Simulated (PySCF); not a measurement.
NICS in isomers of C7H6N2S.

Probes without a nucleus sit at each ring's centroid and 1 Å off its mean plane on both sides; NICS is minus the shielding there, NICSzz its component along the normal. Level: GIAO PBE0/pcSseg-1 (PySCF, non-relativistic, gas phase) on the GFN2-xTB geometries, one conformer each. Atom numbers follow the mapped SMILES.

Question: Order these rings by mean NICS(1)zz, lowest (most negative) first (ppm).
A. ring C3–C4–S5–C6–C10 in `[CH2:1]=[N:2][c:3]1[cH:4][s:5][c:6]2[cH:7][cH:8][nH:9][c:10]12`
B. ring C3–C4–C5–C6–C7–C9 in `[N:1]#[C:2][c:3]1[cH:4][cH:5][cH:6][c:7]([SH:8])[c:9]1[NH2:10]`
C. ring C6–S7–N8–N9–C10 in `[CH3:1][c:2]1[cH:3][cH:4][cH:5][c:6]2[s:7][n:8][n:9][c:10]12`

Answer: C (-29.5), B (-22.2), A (-20.2).

| SMILES | ring | NICS(0) | NICS(1) | NICS(1)zz | HOMA | rms pucker (Å) | ring atoms with four or more neighbours |
| --- | --- | --- | --- | --- | --- | --- | --- |
| Cc1cccc2snnc12 | 5-membered ring with 2 N and S; formal bonds all aromatic | -11.3 | -12.7 | -29.5 | – | 0.00 | 0 |
| N#Cc1cccc(S)c1N | 6-membered carbocycle; formal bonds all aromatic | -8.2 | -9.9 | -22.2 | 0.96 | 0.01 | 0 |
| C=Nc1csc2cc[nH]c12 | 5-membered ring with S; formal bonds all aromatic | -11.4 | -9.2 | -20.2 | 0.81 | 0.01 | 0 |

NICS(0) gives another order. The isotropic NICS(1) gives the same order. HOMA uses Krygowski's 1993 parameters; it is left out where a ring has a four-coordinate atom, a triple bond, no multiple bond or a kind of bond without parameters. NICS(1) and NICS(1)zz are means over the two faces.
